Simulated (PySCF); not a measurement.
CH7ClOSi2, SMILES Cl[SiH2]OC[SiH3]. Geometry optimised at PBE-D3(BJ)/def2-SVP. The structure was generated by enumeration, and PubChem lists no compound with its InChIKey, so it may never have been made. Other conformers were not sampled.

Computed equilibrium geometry at PBE-D3(BJ)/def2-SVP (PySCF confirms it by a frequency run) as bond lengths and angles (one conformer of several):
Atoms: Si1 C2 O3 Si4 Cl5 H6 H7 H8 H9 H10 H11 H12. Bonds (Å): Si1–C2 1.915, Si1–H6 1.506, Si1–H7 1.504, Si1–H8 1.502, C2–O3 1.432, C2–H9 1.112, C2–H10 1.115, O3–Si4 1.669, Si4–Cl5 2.086, Si4–H11 1.492, Si4–H12 1.500. Angles (°): C2–Si1–H6 109.4, C2–Si1–H7 109.8, C2–Si1–H8 109.7, H6–Si1–H7 109.3, H6–Si1–H8 109.7, H7–Si1–H8 109.0, Si1–C2–O3 111.6, Si1–C2–H9 109.1, Si1–C2–H10 110.5, O3–C2–H9 107.7, O3–C2–H10 111.5, H9–C2–H10 106.1, C2–O3–Si4 124.7, O3–Si4–Cl5 109.8, O3–Si4–H11 105.6, O3–Si4–H12 112.5, Cl5–Si4–H11 109.9, Cl5–Si4–H12 106.3, H11–Si4–H12 112.7.
